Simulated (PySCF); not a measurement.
All numbers come from PBE0 in PySCF with Ge def2-TZVP, H def2-TZVP; no relativity; density-fitted integrals.

Each entry is the lowest minimum that a search over a few typed start shapes (and spin states, where more than one is plausible) found, or that minimum re-optimised at the stated level; isomers with ligand–ligand bonds, or fragments after loss of a ligand pair, can lie lower. Open shells are unrestricted.

GeH₃ is a doublet of C3v symmetry with Ge–H 1.539 Å (×3); H–Ge–H 111.2° (×3). Its wavenumbers are 694, 855 (×2), 2111, 2151 (×2) cm⁻¹.

Problem. What changes when one electron is removed, giving GeH₃⁺?

Solution. It costs 8.01 eV between the minima (8.04 eV with zero-point energy). GeH₃⁺ is a singlet of D3h symmetry with Ge–H 1.522 Å (×3); H–Ge–H 120.0° (×3); wavenumbers 799, 851 (×2), 2203, 2267 (×2) cm⁻¹.
